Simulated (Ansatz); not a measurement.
ClF$_{4}$Nb, SMILES `[F][Nb]([F])([F])([F])[Cl]` from Hartree–Fock to CCSD(T)

```xyz
6

F     0.0713   -0.8598   -1.6560
Nb   -0.0015    0.0370   -0.0254
F     1.6156    0.7885   -0.4565
F    -1.6719    0.6201   -0.5104
F    -0.0862    1.2323    1.4002
Cl    0.0727   -1.8181    1.2481
```

Total charge 0; spin multiplicity 1. Correlated methods include outer-core shells of Nb, which these sets cover unevenly. Nb takes the def2 core potential. The geometry is a stationary point of PBE0-D4/def2-TZVP. Frozen core, restricted reference, Ansatz.

```json
{"basis": "def2-SVP", "HF (Eh)": "-913.41850", "MP2 corr.": "-1.21394", "CCSD corr.": "-1.20213", "(T)": "-0.03890", "CCSD(T) total": "-914.65953"}
{"basis": "def2-TZVPP", "HF (Eh)": "-914.11295", "MP2 corr.": "-1.65455", "CCSD corr.": "-1.63906", "(T)": "-0.07011", "CCSD(T) total": "-915.82212"}
{"basis": "def2-QZVPP", "HF (Eh)": "-914.14947", "MP2 corr.": "-1.81650", "CCSD corr.": "–", "(T)": "–", "CCSD(T) total": "–"}
```
